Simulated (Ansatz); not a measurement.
Breaking a bond in SiH3I (SiIH3)

SiH3I: 5 atoms, total charge 0, spin state singlet. As SMILES, `[H][Si]([H])([H])I`. Geometry: relaxed at GFN2-xTB.

```xyz
5

Si   -0.0011    0.0027   -0.2523
I     0.0128   -0.0213    2.2096
H     1.3926    0.0112   -0.6615
H    -0.7063    1.2129   -0.6371
H    -0.6981   -1.2055   -0.6587
```

The Si1–H5 distance is scanned; the parts on either side stay rigid. Basis STO-3G, 23 core orbitals frozen in the correlated methods; program Ansatz 0.2.0. FCI is exact within this basis and core. Energies in eV from each method's value at 1.453 Å; methods without a U are spin-restricted. The shape above is that at 1.453 Å.

```csv
distance (Å),SVWN5,BLYP,r2SCAN,BCCD(T),FCI
1.453,0.00,0.00,0.00,0.00,0.00
1.816,1.06,0.99,1.11,1.08,1.08
2.179,2.83,2.65,2.93,2.75,2.74
2.906,5.58,5.20,5.73,4.53,4.52
3.632,6.83,6.37,6.98,4.77,4.81
```

Departure from the FCI curve at its largest: SVWN5 +2.02 eV at 3.63 Å; BLYP +1.56 eV at 3.63 Å; r2SCAN +2.17 eV at 3.63 Å; BCCD(T) -0.04 eV at 3.63 Å. Restricted functionals keep the electrons paired too, and rise too high.
